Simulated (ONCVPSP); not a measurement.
## What one change does to a pseudopotential (tin, ONCV)

Sn, optimised norm-conserving Vanderbilt (ONCV), made with ONCVPSP 4.0.1 (PBE, scalar-relativistic). Core [Kr] 4d10, reference 5s2 5p2. Waves: 5s: rc 1.80 bohr, ncon 4, nbas 7, qcut 3.1 1/bohr, 2 projectors, debl 1 Ha; 5p: rc 2.25 bohr, ncon 3, nbas 6, qcut 4.2 1/bohr, 3 projectors, debl 3.5 Ha. Local part: polynomial inside 1.35 bohr (lpopt 3, dvloc0 0 Ha). Core correction: polynomial model core, fcfact 0.15.

Change: s: rc 2.68.

Cutoffs: the cutoffs (Ha) at which the residual kinetic energy of the hardest occupied pseudo-wave falls to 1 and 0.1 mHa per electron; they do not see the model core or the augmentation charge, which bear on the density cutoff. Errors are all-electron minus pseudo energies relative to the spin-unpolarised reference configuration.

How do hardness, ghosts and transferability respond?

The potential gets softer (9.0 Ha and 22 Ha → 5.5 Ha and 14 Ha); a bound ghost appears in s, which as a rule spoils a file; the lowest positive-energy flag moves from s at 1.2 eV to p at 210.0 eV; the number of tests with a reliable result goes from 4 to 3; the errors of the 3 common tests hardly move. A larger radius leaves more room for a smooth pseudo-wave, so fewer plane waves are needed.

```tsv
quantity	base	changed
cutoff, loose	9.0 Ha	5.5 Ha
cutoff, tight	22 Ha	14 Ha
loose cutoff by channel	s 9.0 Ha, p 5.5 Ha	s 4.4 Ha, p 5.5 Ha
bound ghosts	none	s
GHOST(+) flags under 300 eV	s at 1.2 eV, p at 210.0 eV	p at 210.0 eV
tests with a reliable result	4 of 4	3 of 4
error for 5s2 5p1, meV [ΔE 6.87 eV]	-9.8	-9.3
error for 5s2 5p0, meV [ΔE 20.83 eV]	-66	-61
error for 5s2 5p1.5, meV [ΔE 2.62 eV]	-1.9	-1.9
p: phases at 2.29 bohr within 0.05 rad from the reference energy up to (Ha; the scan ends near 5)	to the end of the scan	to the end of the scan
rms error of d²Exc/dni dnj with the model core, mHa	0.50	0.16
```

Base: The cutoffs count occupied waves only; projector 2 of the s channel, the hardest unoccupied one, needs 39 Ha at the loose tolerance. Changed file: The cutoffs count occupied waves only; projector 3 of the p channel, the hardest unoccupied one, needs 28 Ha at the loose tolerance. A true bound ghost makes a file unfit for plane-wave use even where its test errors are small: the radial tests pick states by their node count and pass the ghost by.
